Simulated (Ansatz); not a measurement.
C14H14F2O3S2⁻, that is dimethylphenylsulfonium 2,4-difluorobenzenesulfonate with one electron more. Charge -1, multiplicity 2. Geometry PBE-D4/def2-SVP, that of the neutral singlet; atoms count from 1.

```xyz
35

C    -0.870   -2.494    0.876
S    -0.759   -0.681    0.820
C    -0.848   -0.256    2.581
C    -2.432   -0.280    0.236
C    -2.445    0.206   -1.082
C    -3.672    0.543   -1.674
C    -4.865    0.401   -0.948
C    -4.838   -0.082    0.372
C    -3.619   -0.430    0.971
H    -0.714   -2.810   -0.172
H     0.000   -2.814    1.476
H    -1.845   -2.809    1.290
H     0.175   -0.468    2.944
H    -1.063    0.827    2.642
H    -1.607   -0.846    3.126
H    -1.493    0.310   -1.627
H    -3.694    0.921   -2.707
H    -5.826    0.670   -1.412
H    -5.775   -0.190    0.939
H    -3.606   -0.813    2.003
O     1.019   -1.452   -1.183
S     2.160   -1.377   -0.202
O     3.196   -2.429   -0.327
O     1.658   -1.187    1.231
C     3.005    0.186   -0.579
C     4.379    0.162   -0.864
C     5.082    1.337   -1.161
C     4.383    2.550   -1.167
F     5.036    3.692   -1.449
C     3.011    2.614   -0.889
C     2.340    1.422   -0.598
F     1.019    1.496   -0.333
H     4.876   -0.820   -0.846
H     6.157    1.329   -1.387
H     2.475    3.573   -0.900
```

Single mean-field runs in def2-TZVP are fitted with def2-universal-jkfit. The highest occupied level of the charge -1 doublet lies above zero (up to 1.17 eV). By energy differences its removal costs 0.34 eV (vertical, to the charge 0 singlet, at PBE0-D4/def2-TZVP); self-interaction error and the lack of diffuse functions both raise the level. In the doublet geometry the species has come apart into loosely held pieces.

Question: Estimate the Mulliken populations of the heavy atoms from the PBE0/def2-TZVP orbitals of Ansatz.

Answer: 
```csv
atom,charge (e),spin (α − β)
C1,-0.39,0.06
S2,0.25,0.13
C3,-0.36,0.00
C4,0.11,0.21
C5,-0.18,0.00
C6,-0.16,0.10
C7,-0.20,0.34
C8,-0.11,-0.12
C9,-0.33,0.32
O21,-0.53,0.00
S22,0.88,0.00
O23,-0.53,0.00
O24,-0.58,0.00
C25,-0.01,0.00
C26,-0.15,0.00
C27,-0.22,0.00
C28,0.31,0.00
F29,-0.20,0.00
C30,-0.28,0.00
C31,0.22,0.00
F32,-0.17,0.00
```
Mulliken values and Mayer orders depend strongly on the basis.

Question: Where does the spin sit?

Answer: Summed by element: C 0.90, S 0.13, H -0.02, O 0.00, F 0.00, of 1 unpaired in all. Largest on single atoms: C7 0.34, C9 0.32, C4 0.21.

Question: And the Mayer bond orders between bonded heavy atoms (over 0.3)?

Answer: C1–S2 0.92 (1.82 Å); S2–C3 0.95 (1.81 Å); S2–C4 1.11 (1.82 Å); C4–C5 1.30 (1.41 Å); C4–C9 1.12 (1.40 Å); C5–C6 1.53 (1.40 Å); C6–C7 1.21 (1.40 Å); C7–C8 1.40 (1.41 Å); C8–C9 1.50 (1.40 Å); O21–S22 1.67 (1.51 Å); S22–O23 1.81 (1.48 Å); S22–O24 1.54 (1.53 Å); S22–C25 0.85 (1.82 Å); C25–C26 1.40 (1.40 Å); C25–C31 1.31 (1.40 Å); C26–C27 1.34 (1.40 Å); C27–C28 1.42 (1.40 Å); C28–F29 1.02 (1.35 Å); C28–C30 1.36 (1.40 Å); C30–C31 1.39 (1.40 Å); C31–F32 1.07 (1.35 Å).
